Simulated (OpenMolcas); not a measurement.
**Au2+: moving or changing the point charges**

Au2+ among 3 point charges of -2 e arranged as a planar triangle (D3h), 1.91 Å from the ion.
```
   1.9100    0.0000    0.0000  -2.00
  -0.9550    1.6541    0.0000  -2.00
  -0.9550   -1.6541    0.0000  -2.00
```

```yaml
Program: OpenMolcas 26.06
Method: CASSCF
Basis: ANO-RCC-VDZP [7s6p4d2f]
Scalar_Hamiltonian: DKH2, point nucleus
Active_space: 9 electrons in 5 orbitals (5d)
State_averaging: 2S+1 = 2 even, 5 roots
Spin-orbit_coupling: RASSI with atomic mean-field integrals over the reference wave functions
```

Runs around this geometry, states (labels of D3, the rotations of D3h). Energies in cm-1 above the lowest state or level, χT in cm3 K/mol.

| R (Å) | q (e) | Ground state | First state of that spin | First gap with spin-orbit (degeneracies) | χT at 300 K |
| --- | --- | --- | --- | --- | --- |
| 1.91 | -1.3 | 2E | 2E 9687 | 6355 (2, 2) | 1.146 |
| 1.79 | -2 | 2E | 2E 17695 | 8512 (2, 2) | 1.107 |
| 1.91 | -2 | 2E | 2E 14717 | 8009 (2, 2) | 1.123 |
| 2.01 | -2 | 2E | 2E 12701 | 7495 (2, 2) | 1.132 |

Taking the first state of the same spin as R^-n, n = -ln(12701 / 17695) / ln(2.01 / 1.79) = 2.9 between the shortest and longest distance.

Scaling the charges by -1.3 / -2 = 0.65 scales the first state of the same spin by 9687 / 14717 = 0.66; with fixed orbitals a first-order splitting would follow the charge.

An orbital doublet at a regular site is open to a Jahn-Teller distortion, which this geometry leaves out. Point charges carry no covalency, so the field is a model and not that of real ligands. No measured value stands beside these numbers.
